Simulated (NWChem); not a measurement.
Molecule: C₂H₃F₃Si; SMILES C=C[Si](F)(F)F

```xyz
9

C     -0.0944     2.4306     0.0005
C      0.7145     1.3641    -0.0050
Si     0.0410    -0.3368    -0.0005
F      0.4715    -1.1767    -1.2970
F      0.5304    -1.1916     1.2650
F     -1.5625    -0.2952     0.0351
H     -1.1845     2.3266     0.0088
H      0.2979     3.4532    -0.0025
H      1.8007     1.5140    -0.0121
```
Atoms are numbered in this order, from 1.

Level: PBE0/def2-SVP (NWChem), optimised geometry, unscaled harmonic frequencies. 

Problem. List the harmonic frequencies with IR intensities, and the thermochemistry.

Solution. 
```csv
frequency (cm⁻¹),IR intensity (km/mol)
80,0.0
157,0.6
192,0.1
276,8.5
316,13.0
347,46.3
426,44.8
555,36.6
687,7.9
896,228.5
978,109.0
986,192.2
1022,70.7
1024,37.0
1036,14.2
1279,6.6
1423,28.4
1691,21.5
3154,4.6
3185,0.1
3256,0.8
```

The zero-point energy is 32.8 kcal/mol. The thermal correction to the enthalpy at 298.15 K (with zero-point energy) is 37.7 kcal/mol and the heat capacity Cv comes out as 22.6 cal/(mol K). The entropy at 298.15 K and 1 atm (symmetry number 1) comes out as 82.4 cal/(mol K) and the dipole moment is 2.79 D.

Rigid rotor and harmonic oscillator; modes under 100 cm⁻¹ make the entropy uncertain.
